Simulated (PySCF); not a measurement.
## Tl(2+) (thallium, charge +2) across methods

[Xe] 4f14 5d9 6s2, 2D determinant (an excited configuration). Calculation: PySCF 2.14, in aug-cc-pwCVDZ-PP with ECP60MDF (6s5p4d1f, 48 functions); a scalar-relativistic core potential. The B2PLYP total includes its PT2 part (frozen core); its orbital energies are those of the SCF part.

```tsv
method	E (hartree)	mean ε 5d β (eV)	mean ε 6s α (eV)	mean ε 6s β (eV)	Σ⟨r²⟩ (bohr²)	⟨S²⟩
r2SCAN	-171.2916	-36.434	-27.119	-26.736	38.64	0.751
PBEsol	-171.0580	-35.817	-27.020	-26.657	38.78	0.750
B2PLYP	-170.9168	-39.979	-28.580	-28.173	38.93	0.751
r2SCANh	-171.2682	-37.224	-27.499	-27.108	38.65	0.751
LDA	-170.9635	-35.950	-27.335	-27.005	38.86	0.750
PBE0	-171.2194	-38.013	-27.859	-27.462	38.75	0.750
PBE	-171.2568	-35.860	-26.918	-26.554	38.78	0.750
UHF	-170.29787	-43.312	-29.648	-29.106	39.06	0.751
MN15	-170.9100	-38.399	-29.119	-28.735	38.82	0.750
```

Energies and moments cover only the electrons outside the core potential. Spin-orbit coupling, absent here, splits the open shell strongly.
